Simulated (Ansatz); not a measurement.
Coupled-cluster diagnostics for the cluster Na₆Sb (the lowest doublet isomer of a short search), Ansatz.

Geometry of the doublet (PBE-D4/def2-SVP):

```xyz
7

Sb    0.456    0.000    0.037
Na   -2.135    0.813    1.451
Na    0.465   -0.863    2.921
Na   -0.712    0.927   -2.605
Na    0.878    2.430    1.767
Na   -1.087   -2.208   -1.368
Na    2.136   -1.098   -2.203
```

In the def2 sets Sb takes a core potential; there is no spin–orbit coupling. Correlated methods freeze 10 core orbitals; core or outer-core shells of Sb, Na are correlated, in sets that lack core-valence functions. In CCSD on the charge 0 doublet the largest single amplitude is 0.44, so its Hartree–Fock determinant may place the open shell otherwise than the density functionals do. The structure comes from a short search, and lower isomers may exist.

(1) Estimate the CCSD(T) correlation energy, the shares of MP2 and (T), T1 and the reference's ⟨S²⟩ for: charge 0, doublet, own geometry in def2-SVP; charge 1, singlet, vertical in def2-SVP; and the rough time on 4 threads of Intel Xeon 6975P-C on a shared host.

Results:

(1) 
| state | basis | correlation (eV) | MP2 share (%) | (T) share (%) | T1 | ⟨S²⟩ (pure) | wall time | remarks |
| --- | --- | --- | --- | --- | --- | --- | --- | --- |
| charge 0, doublet, own geometry | def2-SVP | -5.951 | 83.0 | 7.1 | 0.051 | 1.42 (0.75) | 1.8 min | large T1 (0.051), spin-contaminated (⟨S²⟩ 1.42) |
| charge 1, singlet, vertical | def2-SVP | -5.973 | 91.1 | 6.8 | 0.010 | 0.00 (0.00) | 27 s | restricted SCF unstable |
Customary marks for T1 are 0.02 (closed shells), 0.045 (open shells) and about 0.05 (3d metals). T1 exceeds 0.02 in 1 of 2 rows and 0.045 in 1; the higher it lies, the less the single-reference result can be trusted.
